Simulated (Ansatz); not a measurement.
Ideal-gas functions of `[OH][Au]` at 800 K and 1 bar, from an Ansatz frequency run at PBE0-D4/def2-TZVP.

Molar mass 213.97 g/mol, point group Cs (symmetry number 1), electronic degeneracy 1, moments of inertia 0.811, 60.673, 61.484 u Å². Harmonic wavenumbers (cm⁻¹, unscaled): 566, 967, 3825.

Use S(trans) = R[1.5 ln M + 2.5 ln T − 1.1517]; rotational temperatures θ = 24.2544 K / I; S(rot) = R[ln(√π/σ · √(T³/θAθBθC)) + 1.5]; for each mode x = 1.438777 ν̃/T, S = R[x/(eˣ − 1) − ln(1 − e⁻ˣ)] and H = RT x/(eˣ − 1); 1 cm⁻¹ = 0.0119627 kJ/mol; R = 8.31446 J/(mol·K).

Question: By hand: the entropy, in J/(mol·K).

Answer: Translation 196.3. Rotation: θ = 29.9068, 0.3998, 0.3945 K, giving 94.2. Vibration, mode by mode: 8.52, 4.69, 0.07, in all 13.3. Electronic 0.0. Sum 303.8 J/(mol·K).

Question: By hand: H − E and G − E in kJ/mol, counted from the electronic energy.

Answer: Zero-point energy ½ × 5358 × 0.0119627 = 32.0; thermal vibration 6.3; translation, rotation and pV give 4 RT = 26.6. H − E = 64.9 kJ/mol, and G − E = 64.9 − 800 × 303.8/1000 = -178.1 kJ/mol.

Vibration gives 4 % of the entropy.
